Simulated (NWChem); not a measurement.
System: CH₆BN; SMILES BNC

The following NWChem deck was run.

```
start job
memory heap 200 mb stack 900 mb global 1100 mb
geometry units angstroms noautosym nocenter noautoz
  B      0.229992    -1.358373     0.000000
  H     -0.432795    -2.370687     0.000000
  H      1.441021    -1.382308     0.000000
  N     -0.420938    -0.132848     0.000000
  C      0.178754     1.178259     0.000000
  H     -1.435319    -0.120991     0.000000
  H     -0.109910     1.762705     0.890370
  H     -0.109910     1.762705    -0.890370
  H      1.272496     1.078096     0.000000
end
basis spherical
  * library def2-svp
end
dft
  xc b3lyp
  iterations 150
  mulliken
end
task dft energy
esp
  recalculate
  probe 0.07
  range 0.3
  factor 1.0
  spacing 0.02
end
task esp
```

NWChem printed, in part:

```
             Northwest Computational Chemistry Package (NWChem) 7.3.0
             --------------------------------------------------------

                             Geometry "geometry" -> ""
                             -------------------------

 Output coordinates in angstroms (scale by  1.889725989 to convert to a.u.)

  No.       Tag          Charge          X              Y              Z
 ---- ---------------- ---------- -------------- -------------- --------------
    1 B                    5.0000     0.22999200    -1.35837300     0.00000000
    2 H                    1.0000    -0.43279500    -2.37068700     0.00000000
    3 H                    1.0000     1.44102100    -1.38230800     0.00000000
    4 N                    7.0000    -0.42093800    -0.13284800     0.00000000
    5 C                    6.0000     0.17875400     1.17825900     0.00000000
    6 H                    1.0000    -1.43531900    -0.12099100     0.00000000
    7 H                    1.0000    -0.10991000     1.76270500     0.89037000
    8 H                    1.0000    -0.10991000     1.76270500    -0.89037000
    9 H                    1.0000     1.27249600     1.07809600     0.00000000

 Effective nuclear repulsion energy (a.u.)      70.7210262189

                                 NWChem DFT Module
                                 -----------------

 Summary of "ao basis" -> "ao basis" (spherical)
 ------------------------------------------------------------------------------
       Tag                 Description            Shells   Functions and Types
 ---------------- ------------------------------  ------  ---------------------
 B                          def2-svp                 6       14   3s2p1d
 H                          def2-svp                 3        5   2s1p
 N                          def2-svp                 6       14   3s2p1d
 C                          def2-svp                 6       14   3s2p1d

            General Information
            -------------------
          SCF calculation type: DFT
          Wavefunction type:  closed shell.
          No. of atoms     :     9
          No. of electrons :    24
           Alpha electrons :    12
            Beta electrons :    12
          Charge           :     0
          Spin multiplicity:     1
          Use of symmetry is: off; symmetry adaption is: off
          Maximum number of iterations: 150
          AO basis - number of functions:    72
                     number of shells:    36
          Convergence on energy requested:  1.00D-06
          Convergence on density requested:  1.00D-05
          Convergence on gradient requested:  5.00D-04

              XC Information
              --------------
                         B3LYP Method XC Potential
                     Hartree-Fock (Exact) Exchange  0.200
                        Slater Exchange Functional  0.800 local
                    Becke 1988 Exchange Functional  0.720 non-local
              Lee-Yang-Parr Correlation Functional  0.810
                  VWN I RPA Correlation Functional  0.190 local

             Grid Information
             ----------------
          Grid used for XC integration:  medium
          Radial quadrature: Mura-Knowles
          Angular quadrature: Lebedev.
          Tag              B.-S. Rad. Rad. Pts. Rad. Cut. Ang. Pts.
          ---              ---------- --------- --------- ---------
          B                   0.85       49          10.0       434
          H                   0.35       45          11.0       434
          N                   0.65       49           7.0       434
          C                   0.70       49          10.0       434
          Grid pruning is: on
          Number of quadrature shells:   417
          Spatial weights used:  Erf1

      Superposition of Atomic Density Guess
      -------------------------------------

 Sum of atomic energies:        -119.36866083

      Non-variational initial energy
      ------------------------------

 Total energy =    -121.139781
 1-e energy   =    -298.735565
 2-e energy   =     106.874758
 HOMO         =      -0.336135
 LUMO         =       0.022917

     ---------------------------------------------
      Total Density - Mulliken Population Analysis
     ---------------------------------------------

    Atom       Charge   Shell Charges
 -----------   ------   -------------------------------------------------------
    1 B    5     4.94   1.99  0.89  0.22  1.35  0.41  0.07
    2 H    1     1.05   0.72  0.32  0.01
    3 H    1     1.06   0.72  0.33  0.01
    4 N    7     7.41   1.99  1.02  0.39  2.51  1.48  0.02
    5 C    6     6.04   1.99  0.93  0.19  1.94  0.94  0.04
    6 H    1     0.75   0.60  0.11  0.04
    7 H    1     0.91   0.68  0.21  0.02
    8 H    1     0.91   0.68  0.21  0.02
    9 H    1     0.92   0.68  0.21  0.02

   convergence    iter        energy       DeltaE   RMS-Dens  Diis-err
 ---------------- ----- ----------------- --------- --------- ---------
 d= 0,ls=0.0,diis     1   -121.2285530000 -1.92D+02  8.04D-03  2.40D-01
 d= 0,ls=0.0,diis     2   -121.2503422429 -2.18D-02  3.45D-03  9.80D-02
 d= 0,ls=0.0,diis     3   -121.2557302467 -5.39D-03  1.58D-03  4.95D-02
 d= 0,ls=0.0,diis     4   -121.2609230412 -5.19D-03  3.25D-04  1.09D-03
 d= 0,ls=0.0,diis     5   -121.2610535731 -1.31D-04  7.43D-05  6.12D-05
  Resetting Diis
 d= 0,ls=0.0,diis     6   -121.2610615583 -7.99D-06  1.15D-05  1.03D-06
 d= 0,ls=0.0,diis     7   -121.2610616949 -1.37D-07  3.11D-06  2.20D-08

         Total DFT energy =     -121.261061694880
      One electron energy =     -301.776689947368
           Coulomb energy =      128.423624563992
    Exchange-Corr. energy =      -18.629022530442
 Nuclear repulsion energy =       70.721026218939

 Numeric. integr. density =       23.999994542719

                       DFT Final Molecular Orbital Analysis
                       ------------------------------------

 Vector   10  Occ=2.000000D+00  E=-3.718955D-01
              MO Center=  2.4D-01, -3.2D-01, -1.2D-09, r^2= 3.2D+00
   Bfn.  Coefficient  Atom+Function         Bfn.  Coefficient  Atom+Function
  ----- ------------  ---------------      ----- ------------  ---------------
     5      0.293011  1 B  py                29     -0.226950  4 N  py
    68      0.224709  9 H  s                 28      0.204785  4 N  px
    42      0.204117  5 C  px                20      0.175280  3 H  s
    15      0.169880  2 H  s                 43     -0.170680  5 C  py
    53      0.168795  6 H  s                  4     -0.149448  1 B  px

 Vector   11  Occ=2.000000D+00  E=-3.129798D-01
              MO Center=  3.3D-01, -1.5D+00,  6.1D-11, r^2= 2.0D+00
   Bfn.  Coefficient  Atom+Function         Bfn.  Coefficient  Atom+Function
  ----- ------------  ---------------      ----- ------------  ---------------
     4      0.342965  1 B  px                15      0.319488  2 H  s
    20     -0.316219  3 H  s                  5      0.187936  1 B  py
    16      0.181537  2 H  s                 21     -0.176329  3 H  s
    43     -0.116871  5 C  py                53     -0.116552  6 H  s
     7     -0.106364  1 B  px                28     -0.096516  4 N  px

 Vector   12  Occ=2.000000D+00  E=-2.773347D-01
              MO Center= -2.4D-01, -2.3D-04, -3.3D-10, r^2= 1.9D+00
   Bfn.  Coefficient  Atom+Function         Bfn.  Coefficient  Atom+Function
  ----- ------------  ---------------      ----- ------------  ---------------
    30      0.498559  4 N  pz                33     -0.383774  4 N  pz
     6      0.228643  1 B  pz                58      0.187750  7 H  s
    63     -0.187750  8 H  s                 44      0.171871  5 C  pz
     9     -0.134029  1 B  pz                59      0.120798  7 H  s
    64     -0.120798  8 H  s                 47      0.058634  5 C  pz

 Vector   13  Occ=0.000000D+00  E= 1.174382D-02
              MO Center=  1.8D-01, -1.2D+00,  1.2D-09, r^2= 2.7D+00
   Bfn.  Coefficient  Atom+Function         Bfn.  Coefficient  Atom+Function
  ----- ------------  ---------------      ----- ------------  ---------------
     9      0.692969  1 B  pz                 6     -0.466384  1 B  pz
    33     -0.394124  4 N  pz                30      0.306318  4 N  pz
    59      0.184320  7 H  s                 64     -0.184320  8 H  s
    47     -0.100021  5 C  pz                58      0.065398  7 H  s
    63     -0.065398  8 H  s                 44     -0.033007  5 C  pz

 Vector   14  Occ=0.000000D+00  E= 5.426415D-02
              MO Center= -8.4D-01,  6.7D-01,  2.3D-09, r^2= 4.9D+00
   Bfn.  Coefficient  Atom+Function         Bfn.  Coefficient  Atom+Function
  ----- ------------  ---------------      ----- ------------  ---------------
    41      1.608025  5 C  s                 54     -1.020603  6 H  s
    27      0.893211  4 N  s                 59     -0.881251  7 H  s
    64     -0.881251  8 H  s                 69     -0.423792  9 H  s
    46      0.394482  5 C  py                 8     -0.355743  1 B  py
    31     -0.313620  4 N  px                16     -0.265632  2 H  s

 Vector   15  Occ=0.000000D+00  E= 9.165380D-02
              MO Center= -1.3D-01,  9.3D-01,  6.6D-09, r^2= 5.8D+00
   Bfn.  Coefficient  Atom+Function         Bfn.  Coefficient  Atom+Function
  ----- ------------  ---------------      ----- ------------  ---------------
    41      2.263516  5 C  s                 69     -1.214557  9 H  s
    27     -1.101925  4 N  s                 54      1.039081  6 H  s
    59     -0.886795  7 H  s                 64     -0.886795  8 H  s
    31      0.266254  4 N  px                40      0.197453  5 C  s
    32     -0.183314  4 N  py                45      0.169559  5 C  px

     ---------------------------------------------
      Total Density - Mulliken Population Analysis
     ---------------------------------------------

    Atom       Charge   Shell Charges
 -----------   ------   -------------------------------------------------------
    1 B    5     5.06   1.99  0.78  0.19  1.59  0.45  0.07
    2 H    1     1.05   0.75  0.29  0.01
    3 H    1     1.06   0.75  0.30  0.01
    4 N    7     7.11   1.99  1.00  0.37  2.49  1.25  0.02
    5 C    6     5.90   1.98  0.91  0.09  2.11  0.77  0.04
    6 H    1     0.88   0.73  0.10  0.05
    7 H    1     0.98   0.75  0.21  0.02
    8 H    1     0.98   0.75  0.21  0.02
    9 H    1     0.97   0.74  0.21  0.02

     -------------------------------------------
      Total Density - Lowdin Population Analysis
     -------------------------------------------

    Atom       Charge   Shell Charges
 -----------   ------   -------------------------------------------------------
    1 B    5     5.14   1.97  0.53  0.29  1.45  0.73  0.18
    2 H    1     1.05   0.65  0.37  0.03
    3 H    1     1.05   0.65  0.37  0.03
    4 N    7     6.95   1.97  0.70  0.38  2.27  1.59  0.04
    5 C    6     5.97   1.96  0.57  0.29  1.88  1.17  0.10
    6 H    1     0.92   0.60  0.20  0.12
    7 H    1     0.98   0.65  0.27  0.06
    8 H    1     0.98   0.65  0.27  0.06
    9 H    1     0.97   0.64  0.26  0.06

     Multipole analysis of the density
     ---------------------------------

     L   x y z        total         alpha         beta         nuclear
     -   - - -        -----         -----         ----         -------
     0   0 0 0     -0.000000    -12.000000    -12.000000     24.000000

     1   1 0 0     -0.413913     -0.113889     -0.113889     -0.186136
     1   0 1 0      0.775368      0.314671      0.314671      0.146025
     1   0 0 1      0.000000      0.000000      0.000000      0.000000

     2   2 0 0    -14.337911    -20.853134    -20.853134     27.368356
     2   1 1 0      0.399352     -0.309601     -0.309601      1.018554
     2   1 0 1      0.000000      0.000000      0.000000      0.000000
     2   0 2 0    -16.923431    -66.672406    -66.672406    116.421381
     2   0 1 1      0.000000      0.000000      0.000000      0.000000
     2   0 0 2    -15.504577    -10.583281    -10.583281      5.661985

                     NWChem Electrostatic Potential Fit Module
                     -----------------------------------------

 Atom parameters

 Number of atoms is                                    9
 Number of basis functions is                         72

 Grid parameters

 Maximum number of grid points is                  36766
 Number of grid points is                          36765
 Grid range                                     0.300000 nm
 Grid spacing                                   0.020000 nm
 Probe radius                                   0.070000 nm
 Atom radius factor                             1.000000

 Atomic radii

    1    0.100000
    5    0.158000
    6    0.147000
    7    0.140000
 FASTESP  F
  using M.O. file = ./job.movecs

    Atom              Coordinates                           Charge

                                                  ESP

    1 B     0.022999   -0.135837    0.000000    0.061967
    2 H    -0.043280   -0.237069    0.000000   -0.093782
    3 H     0.144102   -0.138231    0.000000   -0.071448
    4 N    -0.042094   -0.013285    0.000000   -0.258614
    5 C     0.017875    0.117826    0.000000    0.153739
    6 H    -0.143532   -0.012099    0.000000    0.218976
    7 H    -0.010991    0.176271    0.089037   -0.015068
    8 H    -0.010991    0.176271   -0.089037   -0.014905
    9 H     0.127250    0.107810    0.000000    0.019136
                                            ------------
                                                0.000000

 Dipole moment                                  0.833176

 Quadrupole moment Qxx                          1.942987
                   Qyy                         -2.047136
                   Qzz                          0.104149

 RMS deviation kJ/mol                           0.060677

 RRMS %                                        32.646440
```

Level: B3LYP/def2-SVP. Geometry: optimised at PBE0/def2-SVP.
